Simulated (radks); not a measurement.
Values are calculated unless marked as measured or tabulated.
Task: Sm+, configuration [Xe] 4f5.5 6s1 6p0.5 (fractional occupations, a model configuration). Code: a radial shooting solver on a logarithmic mesh with Libxc functionals. Model: Dirac Kohn-Sham, BLYP, spin-unpolarised, spherical densities, finite nucleus; open shells fill j = l - 1/2 first; Fermi nuclear charge, rms radius 5.0819 fm.

Spin-orbit splittings of the eigenvalues, e(l+1/2) - e(l-1/2), with zeta = 2 splitting/(2l+1) and mean radii in bohr:

shell  occ.  splitting (eV)  zeta (eV)  <r> j=l-1/2  <r> j=l+1/2
2p        6           603.1      402.0      0.08072      0.08735
3p        6           122.1      81.38       0.2442       0.2570
3d       10           26.51      10.61       0.2286       0.2326
4p        6           26.87      17.91       0.5929       0.6218
4d       10               ?          ?       0.6638       0.6741
4f      5.5          0.5672     0.1620       0.9519       0.9662
5p        6           3.691      2.460        1.570        1.661
6p      0.5          0.3788     0.2525        4.577        4.797

Estimate the 4d splitting.

Result: 4.807 eV (zeta = 1.923 eV).
